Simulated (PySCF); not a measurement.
Cards and structures have been mixed up. Pair them.

Structures:
1. `C=C(O[SiH2][C@H](C)F)C(C)=O`
2. `Cc1cn(C)n[n+]1C(C)C`
3. `C=CC[Si@H]([SiH3])O[SiH3]`

Card P (geometry GFN2-xTB):
- Rotational constants A, B, C: 1.868, 1.101, 0.822 GHz
- Isotropic shieldings of nuclei other than C and H, by class (GIAO PBE0/pcSseg-1): -120 (1 N), -29 (1 N), 0 (1 N) ppm
- HOMO energy (PBE0/pcSseg-1): -12.47 eV
- 13C chemical shifts (computed TMS as zero) by class (GIAO PBE0/pcSseg-1): 147.7 (1 C), 135.2 (1 C), 56.4 (1 C), 39.3 (1 C), 26.4 (2 C), 10.2 (1 C) ppm

Card Q (geometry GFN2-xTB):
- Rotational constants A, B, C: 2.564, 0.583, 0.497 GHz
- 13C chemical shifts (computed TMS as zero) by class (GIAO PBE0/pcSseg-1): 203.4 (1 C), 160.0 (1 C), 110.6 (1 C), 87.9 (1 C), 25.6 (1 C), 20.4 (1 C) ppm
- Dipole moment (PBE0/pcSseg-1): 5.51 D
- Isotropic shieldings of nuclei other than C and H, by class (GIAO PBE0/pcSseg-1): -267 (1 O), 229 (1 O), 432 (1 F), 382 (1 Si) ppm

Card R (geometry GFN2-xTB):
- Rotational constants A, B, C: 1.435, 1.114, 0.788 GHz
- Dipole moment (PBE0/pcSseg-1): 0.64 D
- 13C chemical shifts (computed TMS as zero) by class (GIAO PBE0/pcSseg-1): 143.0 (1 C), 122.2 (1 C), 32.7 (1 C) ppm
- HOMO energy (PBE0/pcSseg-1): -7.15 eV
- Isotropic shieldings of nuclei other than C and H, by class (GIAO PBE0/pcSseg-1): 328 (1 O), 361 (1 Si), 393 (1 Si), 475 (1 Si) ppm
- Point group: C1

Species are written as SMILES; each is one conformer at its optimised geometry, gas phase, non-relativistic unless stated. Electronic properties by PySCF. NMR classes are plain means over equivalent atoms (diastereotopic ones count apart unless rotation or inversion swaps them), as if these changed places fast.

**Question.** Which card belongs to which structure?

**Answer.** P = 2, Q = 1, R = 3. What ties each card to its structure:
- 1 (card Q), C6H11FO2Si, monoisotopic mass 162.1 u, 10 heavy atoms: 6 C in 6 classes; the least shielded carbon (203.4 ppm) is a ketone carbonyl carbon; an asymmetric top with C = 0.497 GHz, the lowest such constant on the cards; dipole 5.51 D.
- 2 (card P), [C7H14N3]+, monoisotopic mass 140.1 u, 10 heavy atoms: 7 C in 6 classes; a HOMO at -12.47 eV for the only species of charge +1; the least shielded carbon (147.7 ppm) is a substituted aromatic carbon; an asymmetric top with C = 0.822 GHz, the highest such constant on the cards.
- 3 (card R), C3H12OSi3, monoisotopic mass 148.0 u, 7 heavy atoms: 3 C in 3 classes; the least shielded carbon (143.0 ppm) is an alkene CH carbon; an asymmetric top with C = 0.788 GHz; dipole 0.64 D.
